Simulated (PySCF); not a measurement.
SiCl2I2, SMILES Cl[Si](Cl)(I)I. Heavy atoms are numbered as in [Cl:1][Si:2]([Cl:3])([I:4])[I:5].

Geometry optimised at PBE0-D3(BJ)/def2-SVP. The def2 effective core potentials stand for the cores of I; spin–orbit coupling is left out.

Method: CAM-B3LYP/def2-TZVP (PySCF).

ESP charges are fitted to the potential on shells at 1.4 to 2.0 van der Waals radii. Atomic charges (e), one atom of each kind:

```csv
atom,ESP fit,Löwdin
Cl1,0.04,___
Si2,-0.22,___
I4,0.07,___
```

Complete the blanks. (The exact figures need the calculation; the answer reports its results.)


- Cl1, Löwdin: 0.27
- Si2, Löwdin: -0.98
- I4, Löwdin: 0.22

Computed Mayer and Wiberg (Löwdin basis) orders of the bonds:
| bond | Mayer | Wiberg |
|---|---|---|
| Cl1–Si2 | 1.23 | 1.86 |
| Si2–Cl3 | 1.23 | 1.86 |
| Si2–I4 | 1.21 | 1.70 |
| Si2–I5 | 1.21 | 1.70 |
